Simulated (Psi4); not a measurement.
SSi, charge -1, doublet (typed; the unrestricted solution is spin-contaminated), geometry from GFN2-xTB (a state made from the parent by changing its charge; the spin is typed, not shown lowest) (a gas-phase anion, which may not be bound at this level), with bond 1-2 at 2.0 times its length. Base run: M06-2X/def2-SVP run with Psi4.

Input for Psi4:
```
memory 2 GB

molecule {
-1 2
Si    0.00000000    0.00000000   -3.20987120
S     0.00000000    0.00000000    0.97691732
}

set {
  basis def2-svp
  reference uks
}

energy('m06-2x')
print_variables()
```

Variants of this job, named by their change:

| change | ΔE vs base (mEh) | SCF cycles | grid points | basis functions | outcome |
|---|---|---|---|---|---|
| base | 0.000 | 20 | 41793 | 36 | converged |
| dft_radial_points = 35 | 65.515 | 28 | 19858 | 36 | another SCF solution |
| dft_spherical_points = 434 | 0.002 | 21 | 60085 | 36 | converged |
| dft_radial_points = 50 | -4.090 | 21 | 28366 | 36 | converged |
| damping_percentage = 20 | - | - | - | 36 | not converged |
| scf_type = direct | 0.007 | 22 | 41793 | 36 | converged |
| dft_spherical_points = 590 | -0.017 | 21 | 81625 | 36 | converged |
| guess = sapgau | 14.108 | 24 | 41793 | 36 | another SCF solution |
| scf_initial_accelerator = ediis | 0.000 | 22 | 41793 | 36 | converged |
| dft_pruning_scheme = treutler | 0.217 | 21 | 22549 | 36 | converged |
| diis_max_vecs = 3 | 0.000 | 19 | 41793 | 36 | converged |
| basis_guess = true | 0.000 | 1 | 41793 | 36 | converged |
| damping_percentage = 50 | - | - | - | 36 | not converged |

A guess, shift, damping, solver or small numerical setting can't move a converged solution much, so rows marked as another SCF solution ended in a different state.

Open shells are given as the SCF converged; they aren't shown to be the lowest states, and a large step between rows can be another state.

A gas-phase anion may not be bound at this level; its values then depend on the basis.
